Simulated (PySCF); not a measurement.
## Cu²⁺: excitation energy

Cu²⁺ [Ar] 3d9 (2D) → Cu²⁺ [Ar] 3d8 4p1 (high-spin determinant), as a difference of total energies. All numbers are calculated (PySCF 2.14, no relativity, point nucleus, in def2-QZVPPD). Correlated levels: valence: [Ar] frozen; valence and next inner shell: [Ne] frozen. The calculations carry no spin-orbit coupling.

```tsv
method	excitation energy (eV)
UHF	13.356
LDA	15.715
PBE	15.123
PBE0	14.932
r2SCAN	14.482
BHandHLYP	14.652
CAM-B3LYP	15.095
PW91	15.156
revPBE	15.045
MP2 (valence)	15.559
SCS-MP2 (valence)	15.457
MP2 (valence and next inner shell)	16.025
SCS-MP2 (valence and next inner shell)	15.770
```

**Question.** How much does correlation contribute at MP2 (valence and next inner shell)?

**Answer.** 16.025 − (13.356) = 2.669 eV, measured against UHF.

A first-order spin-orbit estimate (lowest level to lowest level, LS coupling) adds -0.022 eV.

The determinant of the upper state mixes LS terms, which raises its energy above the lowest term, most at the Hartree-Fock and MP2 levels.
